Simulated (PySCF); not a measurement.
## A small calculation by hand: oscillator strength and radiative lifetime

trifluoro(fluorosilyloxy)silane (F₄H₂OSi₂), SMILES F[SiH2]O[Si](F)(F)F.

Coordinates come from a PBE0-D3(BJ)/def2-SVP optimisation. One conformer was computed; it need not be the lowest.

TDDFT-PBE/def2-SVPD in PySCF puts the first singlet state with f over 0.02 at 8.76 eV (vertical), with the transition dipole (0.321, 0.194, -0.600) in atomic units.

Question: Find the oscillator strength, the wavelength and the radiative lifetime that this transition would have in vacuum if emission retraced absorption.

Answer: 
|μ|² = 0.5007 au, so |μ| = 1.80 D. ΔE = 8.76/27.211 = 0.3219 hartree. f = (2/3) ΔE |μ|² = 0.107 (the program prints 0.107).
λ = 1239.84/8.76 = 142 nm; ν = 70654 cm⁻¹.
Einstein's coefficient A = 0.6670 ν² f s⁻¹ (ν in cm⁻¹) = 3.6e8 s⁻¹, so τ = 1/A = 2.8 ns. This state is S6; the lower singlets have f = 0.000, 0.005, 0.015, 0.004, 0.005. The figure is the radiative limit of this one transition; relaxation, internal conversion, crossing to triplets and a medium change what is measured.
